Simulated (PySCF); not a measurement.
# Radial density of Sc³⁺ (scandium, charge +3)

UHF, [Ar], closed-shell 1S. Calculation: PySCF 2.14, in an uncontracted even-tempered set (21 s from 0.09 bohr⁻², ratio 2.5; 13 p from 0.12 bohr⁻², ratio 2.5; 5 d from 1.9 bohr⁻², ratio 2.7; 5 f from 2.9 bohr⁻², ratio 2.7); the spin-free X2C one-electron Hamiltonian (Gaussian nucleus).

```tsv
r (bohr)	4πr²ρ (e/bohr)
0.00127	0.1522
0.00213	0.3956
0.00359	1.007
0.00603	2.466
0.0101	5.664
0.0171	11.64
0.0287	19.83
0.0483	24.87
0.0812	20.99
0.137	19.14
0.230	26.38
0.386	15.82
0.650	6.780
1.09	7.962
1.84	1.597
3.09	0.02595
```

Densities and radii are taken from the X2C orbitals without a picture-change correction, which distorts them close to the nucleus.
